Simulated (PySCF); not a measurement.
# One molecule, several mistakes: AlBH4N

Calculated results; nothing here was measured. They come from PySCF 2.14.0, an open-source quantum chemistry program, on an isolated molecule that a program drew, which may never have been made. The molecule is AlBH4N (charge 0, doublet), drawn as the SMILES string `[BH2][Al][NH2]`.

Each row is a Hartree-Fock (HF) and frozen-core CCSD(T) single point in the cc-pV(D+d)Z basis, meant for a local HF minimum. Run 1 is clean. Each other run has one planted mistake out of seven kinds, and not every kind appears here: one electron removed, one electron added, multiplicity raised by two, geometry at a saddle point, minimal basis STO-3G, one bond length entered in bohr, all coordinates scaled. The reference is restricted for singlets and unrestricted otherwise, and also for a bond in bohr. Adding or removing an electron swaps singlet and doublet. Electrons count all cores. HOMO and LUMO are orbital energies over both spins, the gradient is its largest component, and the lowest frequency (negative if imaginary) is given only where the gradient is small. Bond lengths are over the 6 bonds as drawn. T1 is the CCSD diagnostic: over 0.02 (restricted) or 0.045 (unrestricted) a single reference is doubtful.

Geometry of the clean run:
```xyz
7
AlBH4N, angstrom
B     0.0328   -0.3570    0.4295
Al   -1.6611    0.6303   -0.4273
N    -2.4280    0.2545   -1.9810
H     1.1469    0.0752    0.2846
H    -0.1022   -1.2501    1.2251
H    -3.2224    0.7343   -2.3622
H    -2.1396   -0.4646   -2.6195
```

| run | electrons | basis functions | <S^2> | HOMO (eV) | LUMO (eV) | gradient (hartree/bohr) | lowest frequency (cm^-1) | mean bond (Å) | longest bond (Å) | T1 | HF (hartree) | CCSD(T) (hartree) | mistake |
|---|---|---|---|---|---|---|---|---|---|---|---|---|---|
| 1 | 29 | 71 | 0.812 | -7.46 | 1.29 | 3.7e-05 | 149 | 1.3879 | 2.140 | 0.0267 | -323.35386 | -323.70222 | no fault |
| 2 | 29 | 23 | 0.795 | -4.04 | 7.55 | 3.6e-02 | - | 1.3879 | 2.140 | 0.0295 | -319.37786 | -319.51169 | minimal basis STO-3G |
| 3 | 29 | 71 | 0.804 | -7.66 | 1.12 | 4.2e-02 | - | 1.4795 | 2.281 | 0.0255 | -323.33311 | -323.68814 | all coordinates scaled |
| 4 | 28 | 71 | 0.000 | -16.18 | -6.06 | 4.2e-02 | - | 1.3879 | 2.140 | 0.0166 | -323.10581 | -323.44677 | one electron removed |
| 5 | 30 | 71 | 0.000 | -0.06 | 6.81 | 3.1e-02 | - | 1.3879 | 2.140 | 0.0357 | -323.32678 | -323.71718 | ? |

**Which mistake was planted in run 5, and what did it cost?**

It counts 30 electrons, one more than the clean run, at the same geometry and basis. So the mistake is: one electron added. Subtracting run 1 and multiplying by 627.51 kcal/mol a hartree, the energy moved by 17.0 kcal/mol in HF and -9.4 kcal/mol in CCSD(T).

Cautions from the logs. Run 5: T1 is over the limit, so its CCSD(T) energy is less reliable.
